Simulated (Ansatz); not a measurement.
Basis-set extrapolation for C4H9Al, SMILES `[CH3][AlH][CH]1CC1` (PBE0-D4/def2-TZVP geometry, frozen core, Ansatz). Multiplicity 1, RHF reference.

|  | def2-TZVPP | def2-QZVPP |
| --- | --- | --- |
| HF | -398.658904 | -398.673335 |
| MP2 correlation | -0.769032 | -0.817254 |
| CCSD(T) correlation | -0.852982 | not run |

Energies in hartree. Use E(X) = E(∞) + A·exp(−7.88·√X) for Hartree–Fock and E(X) = E(∞) + B·X^(−2.97) for correlation, with X = 3 and 4, and add CCSD(T) minus MP2 of the smaller set to the MP2 limit.

Question: What is the CCSD(T) energy at the basis-set limit?

Answer: HF limit: -398.673335 + (-0.014431) × 0.13774 = -398.67532. MP2 limit: -0.817254 + (-0.048222) × 0.74074 = -0.85297. Higher-order term: -0.852982 − (-0.769032) = -0.08395. Total: -399.61224 hartree, 263.5 kJ/mol below CCSD(T)/def2-TZVPP.
